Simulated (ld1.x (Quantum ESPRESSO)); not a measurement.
**krypton, TM: configuration errors across variants**

| Quantity | Value |
| --- | --- |
| Element | Kr |
| Generator | ld1.x (Quantum ESPRESSO) 7.5 |
| Type | norm-conserving Troullier–Martins (Kleinman–Bylander form) |
| Functional | PBE |
| Relativity | scalar-relativistic |
| Frozen core | [Ar] 3d10 |
| Valence charge | 8 |
| Reference configuration | 4s2 4p6 |
| Partial waves | 4s (bound): rc 1.05 bohr; 4p (bound): rc 1.50 bohr; 4d channel at -0.2 Ry: rc 1.20 bohr |
| Local potential | all-electron potential smoothed inside 1.30 bohr (lloc = -2) |
| Core correction | a·sin(br)/r model core inside 0.55 bohr |

All-electron excitation energies from the reference (eV): (1) 4s2 4p5 14.289; (2) 4s2 4p4 39.464; (3) 4s2 4p3 76.538; (4) 4s2 4p2 126.348; (5) 4s1 4p6 28.797; (6) 4s2 4p5.5 5.856.

Tests that are not counted but printed errors over 1 eV. “local potential the d channel”: 4s2 4p2 (solver errors, printed error -30.9 eV).

2 further variants failed, have other tests or another functional or relativity, and are left out.

A true bound ghost makes a file unfit for plane-wave use even where its test errors are small: the radial tests pick states by their node count and pass the ghost by. Where a test does run into it, the solver fails or the error is huge.

Errors AE − PS in meV (a dash: test not solved or not reliable):

```tsv
change	(1)	(2)	(3)	(4)	(5)	(6)	bound ghosts
base	+0.6	+9.5	+29	+57	-6.3	-0.4	d
wave 4d channel at -0.2 Ry: rc 1.20 bohr becomes 4d channel at -0.2 Ry: rc 1.46 bohr	+0.6	+9.5	+29	+57	-6.3	-0.4	none
local potential the d channel	0.0	+9.5	+44	–	-12	-0.6	p
all radii but the core radius scaled by about 1.31 (s 1.38, p 1.96, d 1.58 bohr); local potential all-electron potential smoothed inside 1.70 bohr (lloc = -2)	-1.9	-5.9	-22	-73	+1.9	-0.9	none
wave 4p (bound): rc 1.50 bohr becomes 4p (bound): rc 1.64 bohr	+0.6	+9.4	+29	+55	-5.6	-0.4	d
```

Q: Give the same row for: local potential all-electron potential smoothed inside 1.40 bohr (lloc = -2).

A: +0.3, +7.8, +24, +46, -7.4, -0.5; bound ghosts: d.
